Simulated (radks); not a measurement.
All-electron atom: Sb V in [Kr] 4d10 5s1 (the NIST ground configuration).

Calculated with a radial shooting solver on a logarithmic mesh with Libxc functionals: Dirac Kohn-Sham, LDA (Slater exchange, Perdew-Wang correlation), spin-unpolarised, spherical densities, finite nucleus; Fermi nuclear charge, rms radius 4.6802 fm.

Energy parts (hartree):
total: -6474.35836
kinetic: 6829.89724
electron-nucleus: -15652.09806
Hartree: 2511.65605
exchange-correlation: -163.81359

Orbitals (lengths in bohr, moments of r in powers of bohr; r(max) is where P^2 peaks):
| orbital | occ. | eigenvalue (hartree) | r(max) | <1/r> | small-component weight |
|---|---|---|---|---|---|
| 1s1/2 | 2 | -1113.212 | 0.01836 | 54.27 | 3.51e-02 |
| 2s1/2 | 2 | -170.7365 | 0.1039 | 12.61 | 7.45e-03 |
| 2p1/2 | 2 | -159.9283 | 0.07984 | 12.60 | 7.48e-03 |
| 2p3/2 | 4 | -150.6868 | 0.08446 | 11.70 | 7.13e-03 |
| 3s1/2 | 2 | -34.73603 | 0.3005 | 4.469 | 2.17e-03 |
| 3p1/2 | 2 | -30.30879 | 0.2866 | 4.382 | 2.12e-03 |
| 3p3/2 | 4 | -28.60381 | 0.2971 | 4.160 | 2.02e-03 |
| 3d3/2 | 4 | -20.75221 | 0.2423 | 4.011 | 1.91e-03 |
| 3d5/2 | 6 | -20.39745 | 0.2453 | 3.954 | 1.88e-03 |
| 4s1/2 | 2 | -7.03259 | 0.7223 | 1.776 | 6.04e-04 |
| 4p1/2 | 2 | -5.53067 | 0.7448 | 1.663 | 5.43e-04 |
| 4p3/2 | 4 | -5.21056 | 0.7696 | 1.590 | 5.13e-04 |
| 4d3/2 | 4 | -2.82338 | 0.8393 | 1.323 | 3.73e-04 |
| 4d5/2 | 6 | -2.77617 | 0.8485 | 1.305 | 3.65e-04 |
| 5s1/2 | 1 | -1.84838 | 1.768 | 0.6743 | 1.22e-04 |
| 5p1/2 | 0 | -1.47650 | 1.966 | 0.5974 | 9.94e-05 |
| 5p3/2 | 0 | -1.43078 | 2.028 | 0.5792 | 9.53e-05 |
| 5d3/2 | 0 | -0.91301 | 2.643 | 0.4452 | 6.32e-05 |
| 5d5/2 | 0 | -0.90690 | 2.665 | 0.4424 | 6.28e-05 |
| 6s1/2 | 0 | -0.81502 | 3.769 | 0.3415 | 4.47e-05 |
| 4f5/2 | 0 | -0.71199 | 2.194 | 0.5044 | 6.22e-05 |
| 4f7/2 | 0 | -0.71124 | 2.201 | 0.5026 | 6.17e-05 |

The highest occupied level is 5s1/2 at -50.297 eV. The density falls to 0.001 e/bohr^3 at r = 3.12 bohr. The electron density at the nucleus is 2.08e+05 e/bohr^3.
